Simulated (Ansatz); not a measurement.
As₃P₅⁻ was relaxed with PBE-D4 (def2-SVP) in Ansatz in these states: charge -1 doublet, charge -1 quartet. The geometries follow in no particular order.

A:

```xyz
8

P     1.841    0.349    1.712
P    -0.899    1.248   -1.232
P    -1.580    0.408    0.778
P    -0.080    1.384    2.056
P    -0.830   -1.646    0.894
As    1.379   -1.380    0.238
As    1.138    0.187   -1.730
As   -0.969   -0.549   -2.715
```

B:

Cartesian coordinates in Å:
```
P -0.4690 -2.5387 0.2408
P -0.7226 1.4044 -1.3147
P 1.1537 0.1415 -1.3160
P 0.4941 -1.9101 -1.5844
P 1.5749 0.4335 0.8846
As -0.3108 -0.7887 1.7154
As -1.8618 0.8655 0.6731
As 0.1414 2.3926 0.7011
```

Q: Judge from the bond lengths which geometry belongs to which state (an estimate).

A: A is the charge -1 quartet (P5–As8 3.775 Å, As7–As8 2.440 Å, P5–As6 2.319 Å); B is the charge -1 doublet (P5–As8 2.435 Å, As7–As8 2.519 Å, P5–As6 2.396 Å).

At PBE-D4/def2-SVP the highest occupied level of the charge -1 doublet lies above zero (up to 0.13 eV). By energy differences its removal costs 2.45 eV (vertical, to the charge 0 singlet, at PBE0-D4/def2-TZVPD). At PBE0-D4/def2-TZVPD a doublet lies 1.35 eV below the charge -1 quartet. These are the stationary points nearest to one start from a short search; other shapes may lie lower in each state.
